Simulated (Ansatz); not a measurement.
Ansatz (an electronic-structure program) input file for C5H15NSi, SMILES CN(C)[Si](C)(C)C, CAM-B3LYP/def2-SVPD. Geometry: PBE0-D3(BJ)/def2-SVP. The isomer is the one that the SMILES or the coordinates give; other isomers of the formula were not compared. One conformer was computed; it need not be the lowest.

Ansatz 0.2 input:
```yaml
crystal:
  periodic: [false, false, false]
  atoms:
    - {symbol: C, position_ang: [1.71314103, -1.06171248, 0.99925035]}
    - {symbol: N, position_ang: [1.13902425, -0.08512765, 0.11211262]}
    - {symbol: C, position_ang: [2.00824064, 0.26066950, -0.98112792]}
    - {symbol: Si, position_ang: [-0.59620781, 0.13387982, 0.00075548]}
    - {symbol: C, position_ang: [-1.42764557, -1.21852204, -1.01856761]}
    - {symbol: C, position_ang: [-1.31406762, 0.11291749, 1.73802031]}
    - {symbol: C, position_ang: [-0.93817809, 1.79809049, -0.80370659]}
    - {symbol: H, position_ang: [1.04587171, -1.26352950, 1.84991140]}
    - {symbol: H, position_ang: [1.92435441, -2.03342591, 0.50320437]}
    - {symbol: H, position_ang: [2.67287645, -0.70151844, 1.41726014]}
    - {symbol: H, position_ang: [2.24392736, -0.60059931, -1.64262357]}
    - {symbol: H, position_ang: [1.56138934, 1.04594528, -1.60819488]}
    - {symbol: H, position_ang: [2.97507016, 0.65189854, -0.60998275]}
    - {symbol: H, position_ang: [-1.24992335, -2.21177156, -0.57569795]}
    - {symbol: H, position_ang: [-2.51786970, -1.06851733, -1.07993406]}
    - {symbol: H, position_ang: [-1.03278008, -1.23618326, -2.04716971]}
    - {symbol: H, position_ang: [-0.80021199, 0.83839383, 2.38770261]}
    - {symbol: H, position_ang: [-1.24816551, -0.87923030, 2.21089233]}
    - {symbol: H, position_ang: [-2.38113705, 0.38491769, 1.70085949]}
    - {symbol: H, position_ang: [-2.01723012, 2.01619427, -0.75818425]}
    - {symbol: H, position_ang: [-0.64640263, 1.82264439, -1.86510461]}
    - {symbol: H, position_ang: [-0.40497202, 2.60769980, -0.28151509]}
basis:
  gaussian:
    orbitals: def2-SVPD
hamiltonian:
  xc: {name: CAM-B3LYP}
```

It prints:

```
WARN ansatz: RAYON_NUM_THREADS=2 ignored (pool sized by the plan → 2); use --threads N
Functional definition: CAM-B3LYP
integrals: 0.36 GiB planned
2217 factors; their error is unknown
integrals: 0.38 GiB planned
946 factors; integrals over basis functions are off by at most 1.5e-6 eV
mean field: 3.18 GiB planned
mean field evaluation 1: about -14776.5912 eV, gradient 7.0e1 eV
mean field evaluation 2: about -14778.1252 eV, gradient 6.5e1 eV
mean field evaluation 4: about -14787.9002 eV, gradient 2.5e0 eV
mean field evaluation 8: about -14787.9107 eV, gradient 9.1e-2 eV
mean field evaluation 16: about -14787.8974 eV, gradient 6.1e-5 eV
mean field -14787.89744634 eV, -543.4452075563 hartree, gradient 6.1e-5 eV, S^2 0.000000; 0 other end points of the search recorded, 0 dependent functions left out
reference -14787.89762393 eV, -543.4452140824 hartree; 33, 33 occupied and 231, 231 virtual orbitals, 2217 factors
Total energy: -14787.89762393 eV, -543.4452140824 hartree
```

The calculation finished and met its thresholds.

Cost: very roughly 27 core-seconds.
